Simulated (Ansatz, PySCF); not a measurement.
Pair of molecules: CH3F (SMILES CF) (first 5 atoms) with H2 (SMILES [H][H]); geometry from B3LYP-D3(BJ)/def2-TZVP, rigid monomers moved along the line of their centres of mass till F2···H6 is 2.29 Å.
(charge 0, multiplicity 1):
```tsv
atom	x (Å)	y (Å)	z (Å)
C	-0.4448	-0.6709	-0.3515
F	-0.2025	0.6227	0.0983
H	0.1037	-0.8265	-1.2811
H	-0.1054	-1.3753	0.4088
H	-1.5157	-0.7880	-0.5214
H	0.1709	0.2706	2.3345
H	0.2612	-0.0556	2.9980
```

Interaction energies are E(AB) − E(A) − E(B) at the monomers' geometry in the complex; basis-set methods are counterpoise corrected.

Frozen-core correlation. CBS: X⁻³ extrapolation of the correlation energy, Hartree–Fock from the larger set.

Programs: Ansatz (Gaussian basis) for Hartree–Fock, density functionals and correlated methods; PySCF for the dispersion terms. Each number belongs to the level named beside it.

PBE/def2-TZVPPD gives -0.23 kcal/mol for the interaction energy.

Question: Predict the shift from PBE, with its sign, for: PBE-D3(BJ)/def2-TZVPPD, r2SCAN/def2-TZVPPD, B3LYP/def2-TZVPPD, wB97M-V/def2-TZVPPD, MP2/CBS(aug-cc-pVDZ, aug-cc-pVTZ), CCSD(T)/CBS(aug-cc-pVDZ, aug-cc-pVTZ).

Answer: PBE-D3(BJ)/def2-TZVPPD -0.35; r2SCAN/def2-TZVPPD 0.10; B3LYP/def2-TZVPPD 0.43; wB97M-V/def2-TZVPPD -0.10; MP2/CBS(aug-cc-pVDZ, aug-cc-pVTZ) -0.14; CCSD(T)/CBS(aug-cc-pVDZ, aug-cc-pVTZ) -0.22 kcal/mol. 2 of 6 lie above PBE; the widest gap is to B3LYP/def2-TZVPPD.

Ansatz is a program for electronic structure.
